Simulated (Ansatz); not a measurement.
Ideal-gas functions of BF₂H₄NSi, SMILES `BN[SiH](F)F` at 800 K and 1 bar, from an Ansatz frequency run at PBE0-D4/def2-TZVP.

Molar mass 94.93 g/mol, point group Cs (symmetry number 1), electronic degeneracy 1, moments of inertia 74.844, 173.349, 219.053 u Å². Harmonic wavenumbers (cm⁻¹, unscaled): 33, 202, 235, 298, 397, 407, 752, 794, 832, 836, 917, 960, 977, 1022, 1169, 1275, 1398, 2340, 2583, 2670, 3589.

Use S(trans) = R[1.5 ln M + 2.5 ln T − 1.1517]; rotational temperatures θ = 24.2544 K / I; S(rot) = R[ln(√π/σ · √(T³/θAθBθC)) + 1.5]; for each mode x = 1.438777 ν̃/T, S = R[x/(eˣ − 1) − ln(1 − e⁻ˣ)] and H = RT x/(eˣ − 1); 1 cm⁻¹ = 0.0119627 kJ/mol; R = 8.31446 J/(mol·K).

By hand: the entropy, in J/(mol·K).

Translation 186.2. Rotation: θ = 0.3241, 0.1399, 0.1107 K, giving 122.6. Vibration, mode by mode: 31.80, 16.78, 15.54, 13.60, 11.29, 11.09, 6.41, 6.02, 5.70, 5.67, 5.04, 4.74, 4.62, 4.33, 3.52, 3.03, 2.54, 0.65, 0.45, 0.40, 0.10, in all 153.3. Electronic 0.0. Sum 462.1 J/(mol·K).

By hand: H − E and G − E in kJ/mol, counted from the electronic energy.

Zero-point energy ½ × 23686 × 0.0119627 = 141.7; thermal vibration 59.3; translation, rotation and pV give 4 RT = 26.6. H − E = 227.6 kJ/mol, and G − E = 227.6 − 800 × 462.1/1000 = -142.1 kJ/mol.

Vibration gives 33 % of the entropy, 31.8 J/(mol·K) of it from the mode under 150 cm⁻¹: soft modes count most, and the harmonic formula is weakest for them. The sum counts one conformer and one mirror image; others add a mixing term.
